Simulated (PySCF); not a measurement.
**Stretching SI**

Set-up: PySCF, scalar-relativistic core potentials, basis sets S cc-pV(D+d)Z, I cc-pVDZ-PP with ECP28. Energies in eV from S + I in their ground configurations at the same level. State: ²Π (doublet), unpaired electrons π ↑.

| R (Å) | PBE | PBE0 | MN15 |
| --- | --- | --- | --- |
| 2.011 | -1.228 | -1.012 | -0.950 |
| 2.104 | -2.006 | -1.755 | -1.669 |
| 2.198 | -2.430 | -2.145 | -2.043 |
| 2.268 | -2.585 | -2.275 | -2.166 |
| 2.338 | -2.640 | -2.306 | -2.193 |
| 2.408 | -2.620 | -2.264 | -2.150 |
| 2.502 | -2.511 | -2.129 | -2.017 |
| 2.619 | -2.293 | -1.880 | -1.778 |
| 2.759 | -1.969 | -1.526 | -1.441 |
| 2.946 | -1.509 | -1.042 | -0.998 |

Question: Put a parabola through the three lowest points of the PBE curve and estimate Re, k and ωe (reduced mass 25.54 u; 1 eV/Å² = 0.16022 mdyn/Å; ωe = 1302.8·√(k/μ) cm⁻¹).

Answer: Through R = 2.268, 2.338, 2.408 Å the second-order coefficient is 7.65 eV/Å², so Re ≈ 2.354 Å, k ≈ 2.45 mdyn/Å and ωe ≈ 404 cm⁻¹. A polynomial fit of higher order to the unrounded PBE energies gives Re = 2.351 Å, k = 2.27 mdyn/Å, ωe = 389 cm⁻¹; anharmonicity and rounding make the difference.

The higher-order fit for each curve: PBE: Re = 2.351 Å, ωe = 389 cm⁻¹, De = 2.64 eV; PBE0: Re = 2.329 Å, ωe = 404 cm⁻¹, De = 2.31 eV; MN15: Re = 2.326 Å, ωe = 399 cm⁻¹, De = 2.19 eV.

⟨S²⟩ of the unrestricted solution departs from its pure value on part of the curve, where spin states mix. Spin–orbit coupling is left out, which matters for elements this heavy, above all for dissociation energies. The state was picked by a PBE0 search and need not be the measured ground state.
